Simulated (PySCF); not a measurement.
**Oxygen: a sound run and one with changed settings**

Sound run: O+ [He] 2s2 2p3, O(2+) [He] 2s2 2p2. Calculation: PySCF 2.14, in cc-pVDZ (3s2p1d, 14 functions); the non-relativistic Hamiltonian (point nucleus). In the sound run the correlated levels freeze 1s2. The sound run starts from symmetry-adapted Hartree-Fock orbitals and uses a fine grid where one is needed.

Changed run: initial guess atom, at most 50 SCF cycles.

```csv
species,method,sound run (hartree),changed run (hartree),converged
O+,UHF,-74.35247,-74.35247,yes
O+,M06-L,-74.55755,-74.55755,yes
O+,CCSD(T),-74.43778,-74.43778,yes
O(2+),LDA,-72.67960,-72.67960,yes
O(2+),MP2,-73.13657,-73.13657,yes
```

Here the plain start reaches the same solutions.
